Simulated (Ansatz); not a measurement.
Reaction (SMILES): [H]/[C]=C\Cl → 2 C atom + Cl atom + 2 H atom
B3LYP-D3(BJ)/def2-TZVP geometries, fixed; electronic energies without zero-point terms.

How fast the atomisation energy converges with the basis for several methods (Ansatz, a quantum-chemistry and plane-wave program): deviation from each method's own reference, in kcal/mol. References: B2PLYP 423.48 kcal/mol, the value in aug-pcseg-3; B3LYP 423.39 kcal/mol, the value in aug-pcseg-3; CCSD(T) 422.31 kcal/mol, Hartree-Fock in cc-pV(Q+d)Z plus the correlation part extrapolated as X^-3 from cc-pV(T+d)Z and cc-pV(Q+d)Z; HF 307.72 kcal/mol, the value in aug-pcseg-3; MP2 426.47 kcal/mol, Hartree-Fock in aug-cc-pV(Q+d)Z plus the correlation part extrapolated as X^-3 from aug-cc-pV(T+d)Z and aug-cc-pV(Q+d)Z; PBE 443.00 kcal/mol, the value in aug-pcseg-3. Cartesian d functions, on some or all atoms, in 6-31G**, 6-31+G*, 6-311G**, 6-311+G**; all else is spherical. In correlated methods cores are frozen. An unrestricted Hartree-Fock determinant is markedly spin-contaminated. Open shells are unrestricted. No added dispersion term, no relativity. 

```
basis            functions  B2PLYP       B3LYP  CCSD(T)     HF     MP2    PBE
---------------  ---------  ------  ----------  -------  -----  ------  -----
def2-SV(P)              50  -12.36  (withheld)   -34.31  -2.15  -36.69  -1.79
def2-SVP                56   -6.36  (withheld)   -21.48   1.88  -24.69   1.46
6-31G**                 59   -9.34  (withheld)   -25.55  -2.25  -29.55  -0.32
6-31+G*                 65  -16.40  (withheld)   -37.22  -6.79  -40.22  -6.86
6-311G**                75  -11.34  (withheld)   -27.76  -5.11  -29.79  -3.69
6-311+G**               87  -11.33  (withheld)   -26.96  -4.96  -28.86  -4.67
aug-pcseg-1             91  -13.01  (withheld)   -27.86  -4.86  -28.38  -6.82
aug-cc-pV(D+d)Z         96  -14.44  (withheld)   -32.59  -8.03  -31.57  -6.82
6-311++G(2d,2p)        109   -7.57  (withheld)   -23.56  -2.64  -22.74  -1.74
pcseg-2                122   -2.70  (withheld)    -9.61  -0.57  -10.46  -0.54
jun-cc-pV(T+d)Z        154   -3.40  (withheld)   -11.79  -1.63  -11.79  -0.69
cc-pV(Q+d)Z            234   -0.76  (withheld)    -4.98  -0.92   -5.19   0.38
```

Problem. What belongs in the gaps?

Solution. 
- def2-SV(P), B3LYP: -2.79
- def2-SVP, B3LYP: 0.44
- 6-31G**, B3LYP: -1.64
- 6-31+G*, B3LYP: -7.53
- 6-311G**, B3LYP: -4.69
- 6-311+G**, B3LYP: -5.31
- aug-pcseg-1, B3LYP: -7.57
- aug-cc-pV(D+d)Z, B3LYP: -7.94
- 6-311++G(2d,2p), B3LYP: -2.37
- pcseg-2, B3LYP: -0.74
- jun-cc-pV(T+d)Z, B3LYP: -1.06
- cc-pV(Q+d)Z, B3LYP: 0.01

Mean absolute deviation over 6-311G**, 6-311+G**, 6-311++G(2d,2p), pcseg-2, jun-cc-pV(T+d)Z: PBE 2.27, B3LYP 2.83, HF 2.98, B2PLYP 7.27, CCSD(T) 19.94, MP2 20.73 kcal/mol.
